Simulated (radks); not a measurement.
Effect of the nuclear size on the gadolinium ion Gd2+, [Xe] 4f7 5d1. Calculated with a radial shooting solver on a logarithmic mesh with Libxc functionals: Dirac Kohn-Sham, PBE, spin-unpolarised, spherical densities, finite nucleus; open shells fill j = l - 1/2 first; Fermi nuclear charge, rms radius 5.1569 fm. The rms radius is varied about that value; shifts are against it.

rms radius (fm),total energy shift (eV),density at nucleus (e/bohr^3),1s1/2 shift (meV),2s1/2 shift (meV),5s1/2 shift (meV),5p1/2 shift (meV),5d3/2 shift (meV),6s1/2 (empty) shift (meV)
4.208,-7.10,6.618e+05,-2930,-377,-3.15,0.107,0.067,-0.459
4.8578,-2.35,6.381e+05,-970,-125,-1.05,0.035,0.022,-0.152
5.1569,0,6.285e+05,0.000,0.000,0.000,0.000,0.000,0.000
5.3322,1.43,6.231e+05,589,75.9,0.634,-0.021,-0.014,0.092
6.1883,8.91,5.999e+05,3670,473,3.95,-0.134,-0.085,0.575

Slopes of the eigenvalues against <r^2> in GHz/fm^2, as finite differences over the two radii next to the reference (eigenvalue slopes, not the field-shift constants of lines): 1s1/2 78000, 2s1/2 10000, 5s1/2 84.0, 5p1/2 -2.84, 5d3/2 -1.80, 6s1/2 (empty) 12.2.
